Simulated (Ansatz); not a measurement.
## Worked example: SnH(CH3)3 + SiH(OH)2(SiH3) → SnH(CH3)2(OH) + SiH(CH3)(OH)(SiH3)

Species: SnH(CH3)3, singlet; SiH(OH)2(SiH3), singlet; SnH(CH3)2(OH), singlet; SiH(CH3)(OH)(SiH3), singlet. The partners trade CH3 for OH: Sn–CH3 and Si–OH bonds give way to Sn–OH and Si–CH3.

Shapes, held fixed at every level: PBE0-D4/def2-TZVP. Flexible molecules stand in one conformer, not always the lowest. Programs: Ansatz 0.2.0. The zero-point and thermal change to 298 K, harmonic and unscaled (PBE0-D4/def2-TZVP), is -1.8 kJ/mol.

At CCSD(T)/def2-TZVPP; 1 Eh = 2625.50 kJ/mol:

| species | energy (Eh) |
| --- | --- |
| SnH(CH3)3 | -333.771268 |
| SiH(OH)2(SiH3) | -732.073332 |
| SnH(CH3)2(OH) | -369.687058 |
| SiH(CH3)(OH)(SiH3) | -696.132779 |

Q: Work out ΔH(298 K) of the reaction at this level.

A: 
1. Products less reactants: (-369.687058) + (-696.132779) − [(-333.771268) + (-732.073332)] = 0.024763 Eh = +65.0 kJ/mol.
2. With the thermal change: +65.0 + (-1.8) = +63.2 kJ/mol.

Other levels give +52.3 (PBE-D4/def2-TZVPP) to +65.5 kJ/mol (MP2/def2-TZVPP). No measured value is set beside it here. For atoms past krypton def2 sets carry core potentials with scalar relativity. Outer-core shells of Sn are correlated, in sets that cover them unevenly.
